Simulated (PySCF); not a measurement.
## C₆ coefficients of unlike pairs at PBE

Calculated with PySCF 2.14 from the dipole response of each species, C₆(A,B) = (3/π) ∫ α_A(iu) α_B(iu) du, in atomic units, from isotropic polarisabilities. For ions this is the dispersion term alone; charge-induced terms of lower order in 1/R come first.

```json
{"species": "C²⁺", "configuration": "[He] 2s2 (1S)", "basis": "aug-cc-pCVQZ-DK (9s8p6d4f2g)", "relativity": "spin-free X2C", "α (bohr³)": "4.211", "C₆ (like pair)": "6.479"}
{"species": "Ti⁺", "configuration": "[Ar] 3d2 4s1 (4F)", "basis": "aug-cc-pwCVTZ-DK (10s9p7d4f3g)", "relativity": "spin-free X2C", "α (bohr³)": "46.32", "C₆ (like pair)": "292.3"}
{"species": "Tc³⁺", "configuration": "[Kr] 4d4 (5D)", "basis": "def2-QZVPPD with the def2 core potential (28 electrons) (7s5p4d4f2g)", "relativity": "core potential", "α (bohr³)": "5.592", "C₆ (like pair)": "25.40"}
{"species": "Br²⁺", "configuration": "[Ar] 3d10 4s2 4p3 (4S)", "basis": "aug-cc-pwCVTZ-PP with ECP10MDF (8s7p6d4f1g)", "relativity": "core potential", "α (bohr³)": "8.368", "C₆ (like pair)": "40.76"}
```

**Question.** Estimate C₆ for Br²⁺ with Ti⁺.

**Answer.** The integral gives 91.74. The combination rule 2 C_A C_B / (C_A α_B/α_A + C_B α_A/α_B) gives 85.58 and the geometric mean 109.2.

No spin-orbit coupling is included.

The other pairs:

```tsv
pair	C₆
Br²⁺, Tc³⁺	31.61
Ti⁺, C²⁺	40.07
Br²⁺, C²⁺	15.88
Tc³⁺, C²⁺	11.89
Tc³⁺, Ti⁺	66.26
```
